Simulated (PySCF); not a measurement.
Correlation energy of Sb⁺ (antimony, charge +1)

[Kr] 4d10 5s1 5p2 6s1, high-spin 5P determinant (an excited configuration). All numbers are calculated (PySCF 2.14, scalar relativity through the core potential, in aug-cc-pVTZ-PP with ECP28MDF). Frozen: 4s2 4p6 4d10; 4 electrons correlated.

| level | correlation energy (mhartree) |
| --- | --- |
| CCSD | -20.66 |
| (T) | -0.33 |
| CCSD(T) | -20.99 |

Diagnostics: T1 = 0.016, D1 = 0.0448, largest double amplitude 0.043.

Question: Is a single reference adequate?

Answer: Yes, within this model without spin-orbit coupling: T1 lies below 0.03 and no double amplitude reaches 0.07.
